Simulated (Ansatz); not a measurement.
Compare A (`OBCO`) with its isomer B (`BOCO`).

Program: Ansatz. Geometries: PBE0-D4/def2-TZVP. ΔE: electronic, gas phase. CCSD(T)/CBS is the MP2 limit (def2-TZVPP, def2-QZVPP) plus CCSD(T) − MP2 in def2-TZVPP, frozen cores. Functionals use def2-TZVPP. B3LYP here is the variant with VWN-RPA as its local correlation; programs differ in this. Each species was taken in one conformer, which may not be the lowest.

A:

```xyz
9

O     1.132    0.743   -0.743
B     0.661    0.168    0.392
C    -0.771   -0.448    0.328
O    -1.432   -0.343   -0.916
H     2.015    1.111   -0.668
H     1.328    0.144    1.391
H    -0.705   -1.508    0.625
H    -1.384    0.019    1.115
H    -0.843    0.114   -1.523
```

B:

Z-matrix (Å, degrees):
```
C
O 1 1.416
O 1 1.382 2 111.0
H 1 1.096 2 106.2 3 -122.2
H 1 1.093 2 110.1 3 118.1
B 2 1.344 1 121.5 3 -104.2
H 3 0.962 1 108.8 2 -65.4
H 6 1.202 2 120.0 1 -2.9
H 6 1.196 2 117.0 1 177.8
```

(1) Which isomer does CCSD(T)/CBS put lower? Give the gap. (An estimate is asked.)

(2) Give E(B) − E(A) in kJ/mol with PBE-D4, BLYP-D4, LDA (SPW92), MP2/def2-TZVPP, B3LYP-D4, CCSD/def2-TZVPP, B2PLYP. (Estimate.)

(3) Does the order hold for the free energy at 298.15 K (harmonic terms from PBE0-D4)? (Best estimate.)

Largest T1 diagnostic: 0.013.

Answers

(1) Computed: A, by 54.7 kJ/mol.

(2) Computed: PBE-D4 55.3, BLYP-D4 48.8, LDA (SPW92) 58.8, MP2/def2-TZVPP 53.4, B3LYP-D4 50.3, CCSD/def2-TZVPP 50.4, B2PLYP 50.1. None reverses the order clearly.

(3) The calculation gave: Yes: G(B) − G(A) = +53.9 kJ/mol, for one conformer each.

Leaving LDA and LC-ωPBE aside and taking each functional with its dispersion term where it has one, the values, not all of them listed here, spread over 8.3 kJ/mol, from BLYP-D4 to B97M-V. LDA lies +3.7 kJ/mol from PBE without D4. At CCSD(T), def2-SVP lies −13.7 kJ/mol from the extrapolated value and def2-TZVPP −4.6 kJ/mol.
